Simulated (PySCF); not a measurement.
## Working out the ionisation energy of Hg⁺

Hg⁺ [Xe] 4f14 5d10 6s1 (2S) → Hg²⁺ [Xe] 4f14 5d10 (1S). Computed with PySCF 2.14 in aug-cc-pVTZ-PP with one added diffuse shell each of s, p, d, f, g type with ECP60MDF (7s7p6d4f3g, 113 functions), with a scalar-relativistic core potential. Frozen: 5s2 5p6. Energies in hartree (1 hartree = 27.21139 eV):

```csv
part,Hg⁺ (lower),Hg²⁺ (upper)
UHF,-152.228354,-151.599418
MP2 opposite-spin,-0.253447,-0.218438
MP2 same-spin,-0.137721,-0.115206
```

What does Hartree-Fock give?

(-151.599418) − (-152.228354) = 0.628936 hartree = 17.114 eV.

What do MP2 and SCS-MP2 (6/5 opposite-spin, 1/3 same-spin) give?

The opposite-spin parts differ by 0.953 eV and the same-spin parts by 0.613 eV. MP2: 17.114 + (0.953) + (0.613) = 18.680 eV. SCS-MP2: 17.114 + 1.2 × (0.953) + (0.613)/3 = 18.462 eV.

Measured between the centres of the two terms (NIST): 18.757 eV, so MP2 (valence) is off by -0.077 eV.

What remains against the reference includes basis incompleteness, the frozen core and correlation beyond second order.
